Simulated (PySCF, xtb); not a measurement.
C₃H₇NOSi, SMILES C[C@H]1OC=N[SiH2]1. Other conformers were not sampled.

Harmonic wavenumbers (cm⁻¹) from GFN2-xTB in xtb at its own minimum, in rising order: 108, 206, 255, 338, 443, 474, 519, 555, 618, 651, 757, 782, 863, 902, 910, 993, 1059, 1117, 1142, 1226, 1275, 1300, 1402, 1484, 1501, 1628, 2314, 2326, 2931, 3016, 3021, 3030, 3042.

Problem. What does PySCF with PBE-D3(BJ)/def2-SVP give at its own minimum? (Estimate from the structure and the level; the computed values follow.)

Solution. 97, 232, 238, 339, 445, 492, 551, 644, 664, 726, 754, 797, 848, 936, 945, 952, 1013, 1085, 1098, 1203, 1285, 1308, 1340, 1403, 1424, 1636, 2166, 2173, 2969, 2999, 3056, 3061, 3066. Paired by order, the mean absolute difference is 39 cm⁻¹ and the zero-point energies are 60.3 and 60.0 kcal/mol.
